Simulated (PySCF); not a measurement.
BHO, SMILES [B]O (connectivity only; charge and spin as stated), neutral, multiplicity 1.

Geometry optimised at PBE0-D3(BJ)/def2-TZVPD. The geometry has at least one imaginary mode, so it is a saddle point at that level.

The numbers are results of PBE/def2-TZVPD (PySCF), not measurements.

Isolated molecule, no solvent.

| Quantity | Value |
|---|---|
| total energy | -100.54775 hartree |
| point group | C∞v |
| highest occupied level | -5.70 eV |
| lowest empty level | -1.14 eV |
| orbital gap | 4.56 eV |
| dipole moment | 3.78 D |
| quadrupole, principal values (traceless, Buckingham form, about the centre of nuclear charge) | -0.12, 0.06, 0.06 D·Å |
| mean static polarisability | 28.1 bohr³ (4.17 Å³) |
| polarisability, principal values | 25.9, 25.9, 32.7 bohr³ |
